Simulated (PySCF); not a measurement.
# Shifts of the heteroatoms

Atom-mapped SMILES (the numbers label the heavy atoms): `[CH3:1][C@@H:2]1[CH2:3][C@:4]12[CH2:5][O:6][CH2:7][C@@H:8]([F:9])[SiH2:10]2`. Each H is labelled by its parent atom. Ha(C3) is cis to C1 on the ring; Ha(C5), Ha(C7), Ha(Si10) are cis to F9 on the ring; Hb(C3) is trans to C1 on the ring; Hb(C5), Hb(C7), Hb(Si10) are trans to F9 on the ring.

- structure optimised with GFN2-xTB
- PBE0/pcSseg-1 with gauge-including orbitals
- code: PySCF 2.14.0 with density-fitted response routines
- no solvent, averaged over atoms made equivalent by symmetry, fast rotation or ring inversion, one computed conformer, non-relativistic

Task: What are the $^{19}$F shifts?

Result: 
```json
{"atoms": "F9", "environment": "fluorine on an sp3 carbon", "σ (ppm)": "433.5", "δ (ppm)": "-230.6"}
```

Shieldings were converted by a linear fit to measured shifts: $^{19}$F: δ = 146.13 − 0.903σ +14.6 on sp3 carbon (rms 6.0 ppm, 223 shifts, 7.0 ppm with the 5 outliers that the fit left out vs CFCl3, solution or neat liquid). Occasional misses reach two or three times the rms, and more in compound classes unlike the fitted ones.

On a 600 MHz spectrometer $^{19}$F resonates near 564.6 MHz, so 1 ppm is 564.6 Hz.

Task: Predict the $^{29}$Si NMR data.

Result: 
```tsv
atoms	environment	σ (ppm)	δ (ppm)
Si10	silicon bonded to 2 C, 2 H, in a 6-membered ring	384.1	-35.8
```

Shieldings were converted by a linear fit to measured shifts: $^{29}$Si: δ = 279.94 − 0.822σ (rms 8.9 ppm, 72 shifts, 25.8 ppm with the 6 outliers that the fit left out vs TMS, solution or neat liquid). Occasional misses reach two or three times the rms, and more in compound classes unlike the fitted ones.

On a 300 MHz spectrometer $^{29}$Si resonates near 59.6 MHz, so 1 ppm is 59.6 Hz.

Task: What are the $^{17}$O shifts?

Result: 
```csv
atoms,environment,σ (ppm),δ (ppm)
O6,ether oxygen,287.6,4.8
```

Shieldings were converted by a linear fit to measured shifts: $^{17}$O: δ = 266.70 − 0.911σ (rms 10.7 ppm, 155 shifts, 12.2 ppm with the 3 outliers that the fit left out vs liquid water, solution or neat liquid). A few per cent of atoms miss by over 2 rms, more outside the fitted compound classes.

On a 400 MHz spectrometer $^{17}$O resonates near 54.2 MHz, so 1 ppm is 54.2 Hz.
